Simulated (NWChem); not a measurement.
Molecule: Si2NH5, singlet; SMILES N[Si][SiH3]

```xyz
8

Si    -0.7582     0.8277     0.0000
N      0.8183     1.5591     0.0000
H      0.9264     2.5793     0.0000
H      1.7306     1.0887     0.0000
Si     0.0982    -1.4454     0.0000
H      1.6149    -1.5043     0.0000
H     -0.3806    -2.2149    -1.2101
H     -0.3806    -2.2149     1.2101
```
Atoms are numbered in this order, from 1.

Computed with NWChem. Pople sets run with spherical d functions. Low-valent species are run as closed-shell singlets; no triplet was tried in these runs. Structure relaxed at the PBE-D3(BJ)/def2-SVP level. Level PBE/6-31G*: energy and gradient on several grids; changes count from the extra-fine grid, which is no exact limit either.

```csv
grid,size of the energy change (μHa),largest change of a gradient component (μHa/bohr)
xcoarse,1000,2000
coarse,< 10,300
medium,20,100
fine,< 10,< 30
xfine,< 10,< 30
```
